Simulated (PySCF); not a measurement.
Vertical excitations of a molecule C₂H₁₀Si₂ from TDDFT-PBE/def2-SVPD (PySCF 2.14.0), as energy in eV (oscillator strength): 6.40 (0.000), 7.09 (0.051), 7.12 (0.000), 7.22 (0.318), 7.49 (0.001), 7.56 (0.000), 7.57 (0.013), 7.60 (0.000), 7.65 (0.000), 7.72 (0.112). Lowest triplet (TDA): 6.16 eV. Coordinates come from a B3LYP-D3(BJ)/def2-SVP optimisation. The values are those of a single conformer.

Question: Identify the compound among the candidates.
A) C[SiH2][SiH2]C
B) [SiH3]CC[SiH3]
C) C[SiH2]C[SiH3]
D) C[SiH](C)[SiH3]

Answer: B, [SiH3]CC[SiH3]
